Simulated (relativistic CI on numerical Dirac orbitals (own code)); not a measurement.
## Ho2+: calculation against measurement

Calculated at this level of theory: Dirac-Coulomb-Breit CI, orbitals from a KLI potential per configuration, a model potential for QED, valence Slater integrals scaled by 0.85, P86 correlation estimate, and configurations built on the next ion tied to the tabulated ionisation energy (semi-empirical) (own radial code, finite nucleus).

CI space (outside the closed core [Kr] 4d10 5s2): 4f11 5p6, 4f10 5p6 5d, 4f10 5p6 6s, 4f10 5p6 6p, 4f10 5p6 6d, 4f10 5p6 7s, 4f10 5p6 5f, 4f10 5p6 6f, 4f9 5p6 6s2, 4f11 5p5 5d, 4f10 5p6 7p, 4f13 5p4, 4f12 5p5. Levels of other configurations are missing.

| Configuration | Term (tabulated) | J | Measured (cm⁻¹) | Computed | Error | Purity (%) |
| --- | --- | --- | --- | --- | --- | --- |
| 4f11 5p6 | 4I° | 15/2 | 0.0 | 0 | 0 | 96 |
| 4f11 5p6 | 4I° | 13/2 | 5439.0 | 5192 | -247 | 98 |
| 4f11 5p6 | 4I° | 11/2 | 8644.0 | 8331 | -313 | 86 |
| 4f11 5p6 | 4I° | 9/2 | 10770.4 | 10497 | -274 | 72 |
| 4f11 5p6 | 4F° | 9/2 | 13330.0 | 14517 | 1187 | 62 |
| 4f11 5p6 | 2H°2 | 11/2 | 16891.2 | 17345 | 454 | 71 |
| 4f11 5p6 | 4F° | 7/2 | 17867.0 | 19397 | 1530 | 89 |
| 4f11 5p6 | 4F° | 5/2 | 19375.3 | 20999 | 1624 | 86 |
| 4f11 5p6 | 4G° | 9/2 | 23881.7 | 26007 | 2125 | 69 |

Measured levels from Martin, Zalubas and Hagan, Atomic Energy Levels: The Rare-Earth Elements, NSRDS-NBS 60 (1978); whole-number values converted from NIST levels in rydberg listed in Nahar, Atoms 12, 24 (2024); pairs were made by configuration, J and term (by order where the table uses no LS term), so strongly mixed levels may be paired wrongly.

Mean error by configuration (cm⁻¹): 4f11 5p6 761. Over the excited levels the mean absolute error is 969 cm⁻¹ (8 of the 67 excited levels that our extract of the source holds in range could be paired, and the others can miss by more), and the median relative error of those above 1,000 cm⁻¹ is 6.5 %. Some levels of the ground configuration have no partner.
